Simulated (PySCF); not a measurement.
**Unknown compound**

Molecular formula: C₅H₉NOSi. Simulated spectra:

1H NMR (400 MHz, computed): δ 4.62 (m, 1H), 4.56 (m, 2H), 3.71 (m, 2H), 1.17 (m, 2H), 0.75 (m, 2H).

13C{1H} NMR (computed): δ 125.8 (C), 70.4 (CH2, 2C), 13.3 (CH2, 2C).

Theoretical values (PySCF 2.14): geometry: GFN2-xTB, shielding tensors at PBE0/pcSseg-1 (GIAO). Relativity neglected, averaged over atoms made equivalent by symmetry, fast rotation or ring inversion, isolated molecule, one computed conformer.

δ = σ(ref) − σ, references computed at the same level: TMS for 1H (31.72 ppm) and 13C (186.93 ppm).

Task: Deduce the structure.

Result: 
Rings plus π bonds: 3 (1 ring in the answer). 3 carbon signals for 5 carbons: some carbons are equivalent by symmetry or fast rotation. Carbon types of the structure: 1 × C, 4 × CH2, leaving 1 H on heteroatoms. δC 125.8: nitrile carbon; C≡N carbons fall here, among the sp2 signals but without a proton. δC 70.4: sp3 CH2 bonded to O; the inductive effect lowers its shielding. δC 13.3: sp3 CH2 bonded to Si. δH 4.62: hydrogen on a silicon bonded to 3 C, in a 6-membered ring. δH 4.56, 3.71: hydrogen on an sp3 CH2 bonded to O; its carbon carries O, an electronegative neighbour. δH 1.17, 0.75: hydrogen on an sp3 CH2 bonded to Si.

The compound is SMILES N#C[SiH]1CCOCC1.

This is the structure that produced the data.

Shifts are as computed. Against solution values, carbons near 30 ppm lie about +3 ppm off and those near 130 ppm about +5 ppm. Of 1309 compounds with measured shifts, 239 miss one by over three times the rms of a fit or turn the order of signals round; such compounds aren't used in these exercises. Multiplicities follow the n + 1 count of equivalent neighbours, as no J values were calculated; m marks all less simple cases, F and P coupling included.
